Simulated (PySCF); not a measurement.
A GIAO shielding run with PySCF 2.14.0 with density-fitted response routines (density fitting, non-relativistic, gas phase) on `InChI=1S/C7H10OSSi/c1-5-3-7(8-10)6(5)4-9-2/h3-4H,1H2,2,10H3/b6-4+`:

```
$ OMP_NUM_THREADS=1 python probes_run.py task.json out

{"job": {"kind": "nmr", "xc": "PBE0", "basis": "pcSseg-1"}, "charge": 0, "multiplicity": 1}
C      0.349700     3.126765    -0.600095
C     -0.448871     2.077213    -0.514475
C     -1.891388     1.804612    -0.640187
C     -1.710000     0.482713    -0.380529
O     -2.530379    -0.552675    -0.287148
Si    -2.350551    -2.136780     0.052758
C     -0.250748     0.624840    -0.235150
C      0.760921    -0.196625     0.020546
S      2.436369     0.306199     0.142241
C      3.221938    -1.321487     0.358389
H     -0.032720     4.108867    -0.819898
H      1.411191     3.029840    -0.451983
H     -2.741227     2.421168    -0.854414
H     -3.744019    -2.543074    -0.009704
H     -1.503070    -2.782235    -0.952562
H     -1.743850    -2.310869     1.374177
H      0.602428    -1.252691     0.181949
H      2.811177    -1.812109     1.236009
H      4.282259    -1.139528     0.499642
H      3.065692    -1.923465    -0.532296
```

Hardware: 1 thread of an Arm Neoverse V1, shared host. The job also computes population analyses, field gradients, ring-centre shieldings.

Q: How large is the calculation?

A: 90 electrons, 234 basis functions and 1256 auxiliary functions.

Q: How long does it take, and how much memory does it need?

A: 74 s of wall time, with 14 SCF cycles and 5 response iterations; peak memory 1.1 GiB. Times on a shared host scatter by some tens of per cent.
